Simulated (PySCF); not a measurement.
iodine monochloride (ClI), singlet, at a GFN2-xTB geometry (all electrons, no relativity); PySCF with HF/3-21G.

Here is a job for PySCF.
```python
from pyscf import gto, scf

mol = gto.Mole()
mol.atom = '''
    Cl   -0.000000   -0.000000   -1.746255
    I     0.000000    0.000000    0.560119
'''
mol.basis = '3-21g'
mol.charge = 0
mol.spin = 0
mol.verbose = 5
mol.build()

mf = scf.RHF(mol)
mf.kernel()
mf.analyze()
```

Task: What does PySCF print? Leave out banner, timings and long lists.

Result: 
```
PySCF version 2.14.0

[INPUT] verbose = 5
[INPUT] max_memory = 4000
[INPUT] num. atoms = 2
[INPUT] num. electrons = 70
[INPUT] charge = 0
[INPUT] spin (= nelec alpha-beta = 2S) = 0
[INPUT] symmetry False subgroup None
[INPUT] Mole.unit = angstrom
[INPUT] Symbol           X                Y                Z      unit          X                Y                Z       unit  Magmom
[...]
[INPUT] ---------------- BASIS SET ----------------
[INPUT] l, kappa, [nprim/nctr], expnt,             c_1 c_2 ...
[INPUT] I
[...]
                                2173.0741         0.36664
                                477.87205         0.691131
[...]
                                140.3064          0.083228
                                45.6988           0.969752
[...]
                                27.48875          0.0465
                                8.209096          1.091576
[...]
                                3.244596          0.463209
                                1.300489          0.838636
[...]
                                0.328103          1.328584
[...]
                                140.3064          0.619462
                                45.6988           0.383758
[...]
                                27.48875          0.543769
                                8.209096          0.656168
[...]
                                3.244596          0.526525
                                1.300489          0.526608
[...]
                                0.328103          0.985137
[...]
                                35.982378         0.482049
                                11.551116         0.589445
[...]
                                2.220937          0.580061
                                0.809912          0.326226
[INPUT] Cl
[...]
                                207.857           0.380363
                                45.1554           0.67819
[...]
                                13.9765           0.0511338
                                3.8871            0.991337
[...]
                                0.526955          1.18252
[...]
                                13.9765           0.458682
                                3.8871            0.601962
[...]
                                0.526955          0.822321
[...]
nuclear repulsion = 206.726518352583
number of shells = 20
number of NR pGTOs = 108
number of NR cGTOs = 44
basis = 3-21g
ecp = {}

******** <class 'pyscf.scf.hf.RHF'> ********
method = RHF
initial guess = minao
[...]
converged SCF energy = -7344.57938590594
Total Energy =                       -7344.579385905937670
[...]
0 Cl 4s          0.89097   0.00000   0.00000   0.39667
0 Cl 2px        -0.00000  -0.00177   0.00349  -0.00000
0 Cl 2py        -0.00000   0.00349   0.00177  -0.00000
0 Cl 2pz        -0.00021   0.00000   0.00000   0.00746
0 Cl 3px         0.00000   0.00456  -0.00900   0.00000
0 Cl 3py         0.00000  -0.00900  -0.00456   0.00000
0 Cl 3pz        -0.01555  -0.00000  -0.00000  -0.05339
0 Cl 4px        -0.00000  -0.44966   0.88724  -0.00000
0 Cl 4py        -0.00000   0.88724   0.44966  -0.00000
0 Cl 4pz        -0.39495  -0.00000  -0.00000   0.90062
1 I 1s           0.00031  -0.00000  -0.00000  -0.00008
1 I 2s          -0.00068   0.00000   0.00000   0.00028
1 I 3s           0.00166  -0.00000  -0.00000  -0.00051
1 I 4s          -0.00288  -0.00000   0.00000   0.00145
1 I 5s           0.01412  -0.00000   0.00000   0.03120
1 I 6s          -0.21325  -0.00000   0.00000  -0.03607
1 I 2px          0.00000   0.00013  -0.00026   0.00000
1 I 2py         -0.00000  -0.00026  -0.00013   0.00000
1 I 2pz          0.00011  -0.00000   0.00000  -0.00054
1 I 3px         -0.00000  -0.00018   0.00036  -0.00000
1 I 3py          0.00000   0.00036   0.00018  -0.00000
1 I 3pz          0.00015   0.00000   0.00000   0.00116
1 I 4px          0.00000   0.00028  -0.00054   0.00000
1 I 4py         -0.00000  -0.00054  -0.00028   0.00000
1 I 4pz         -0.00050  -0.00000   0.00000  -0.00260
1 I 5px         -0.00000  -0.00623   0.01229  -0.00000
1 I 5py         -0.00000   0.01229   0.00623  -0.00000
1 I 5pz         -0.00893   0.00000  -0.00000  -0.08337
1 I 6px          0.00000   0.04588  -0.09052   0.00000
1 I 6py         -0.00000  -0.09052  -0.04588   0.00000
1 I 6pz          0.05907  -0.00000   0.00000  -0.13693
1 I 3dxy        -0.00000   0.00000   0.00000   0.00000
1 I 3dyz         0.00000  -0.00099  -0.00050   0.00000
1 I 3dz^2        0.00158   0.00000   0.00000   0.00337
1 I 3dxz         0.00000   0.00050  -0.00099   0.00000
1 I 3dx2-y2      0.00000  -0.00000   0.00000   0.00000
1 I 4dxy         0.00000  -0.00000  -0.00000  -0.00000
1 I 4dyz         0.00000   0.00240   0.00122  -0.00000
1 I 4dz^2       -0.00431  -0.00000  -0.00000  -0.00159
1 I 4dxz         0.00000  -0.00122   0.00240  -0.00000
1 I 4dx2-y2      0.00000   0.00000   0.00000  -0.00000
 ** Mulliken pop on meta-lowdin orthogonal AOs  **
 ** Mulliken pop  **
 ** Mulliken atomic charges  **
charge of    0Cl =     -0.24388
charge of    1I =      0.24388
Dipole moment(X, Y, Z, Debye): -0.00000,  0.00000,  2.19517
```
